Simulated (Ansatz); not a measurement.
`[NH2][GaH][BH][SiH3]` + `[GaH3]` → `[NH2][GaH2]` + `[SiH3][BH][GaH2]` at 298.15 K and 1 bar (redistribution).

Calculated with Ansatz (gas phase, PBE0-D4/def2-TZVP geometries, no zero-point term in ΔE). CBS: MP2 limit from def2 TZ/QZ plus the TZ coupled-cluster correction, frozen cores. For Ga outer-core shells are correlated without core-valence functions, which leaves a few kJ/mol of doubt a bond. Scalar relativity is left out up to krypton. One conformer a species, not always the lowest.

| species | CCSD(T)/CBS energy (Eh) | H − E (kJ/mol) | S (J/(mol·K)) |
| --- | --- | --- | --- |
| `[NH2][GaH][BH][SiH3]` | -2296.69815 | 204.3 | 380.7 |
| `[GaH3]` | -1925.70545 | 59.6 | 218.4 |
| `[NH2][GaH2]` | -1981.05479 | 115.2 | 263.8 |
| `[SiH3][BH][GaH2]` | -2241.35179 | 148.9 | 343.5 |

H − E and S are ideal-gas, rigid-rotor, harmonic terms from PBE0-D4/def2-TZVP, for one conformer and one mirror image of each species. 1 Eh = 2625.50 kJ/mol, R = 8.31446 J/(mol·K).

Question: By hand: ΔE, ΔH, ΔS and ΔG.

Answer: ΔE = (-1981.05479) + (-2241.35179) − (-2296.69815) − (-1925.70545) = -0.00298 Eh = -7.8 kJ/mol. Δ(H − E) = 115.2 + 148.9 − 204.3 − 59.6 = 0.2, so ΔH = -7.6 kJ/mol. ΔS = 263.8 + 343.5 − 380.7 − 218.4 = 8.2 J/(mol·K). ΔG = -7.6 − 298.15 × (8.2)/1000 = -10.0 kJ/mol.

Question: By hand: the equilibrium constant, and the temperature at which ΔG would vanish if ΔH and ΔS stayed fixed.

Answer: log₁₀ K = −ΔG/(RT ln 10) = 1.8. ΔH and −TΔS have one sign here, so there is no such temperature.

The number of gas molecules stays the same, so ΔS is small and ΔH decides. A doubt of 5 kJ/mol in ΔE shifts log₁₀ K by 0.9 here. Other conformers and mirror images would add mixing entropy, several J/(mol·K) or more a flexible species. Modes under 60 cm⁻¹, often nearly free rotors, make the harmonic entropy too high. These are equilibria of isolated gas molecules and say nothing of rates. Largest T1 diagnostic: 0.015 (customary marks: 0.02 for closed shells, 0.045 for open ones).

ΔS is within the doubt of such terms, so its sign, and with it that verdict, could turn.
